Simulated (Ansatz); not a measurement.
TiH₂Cl₂. The state is a singlet with charge 0. Geometry r2SCAN-D4/def2-TZVP, basis def2-TZVP, Ansatz.

Cartesian coordinates in Å:
```
Ti 0.022 -0.028 0.051
H 1.208 -1.228 0.048
H -0.490 0.291 1.626
Cl -1.686 -0.819 -1.026
Cl 0.947 1.784 -0.699
```

```tsv
run	HOMO (eV)	LUMO (eV)
A	-8.29	-4.45
B	-8.17	-4.47
C	-12.42	-1.11
D	-10.82	-2.12
E	-7.71	-4.48
F	-11.80	-1.10
```

LC-ωPBE has ω = 0.4 bohr⁻¹.

Q: The runs used B97M-V, BHLYP, LC-ωPBE, r2SCAN, revPBE, ωB97M-V. Estimate which is which.

A: A B97M-V (0 % exact exchange); B r2SCAN (0 % exact exchange); C LC-ωPBE (range-separated); D BHLYP (50 % exact exchange); E revPBE (0 % exact exchange); F ωB97M-V (range-separated). Exact exchange lowers occupied and raises empty levels; among semilocal functionals meta-GGAs tend to open the gap a little, and such runs are hard to tell apart. The gap grows from 3.23 eV (revPBE) to 11.31 eV (LC-ωPBE).
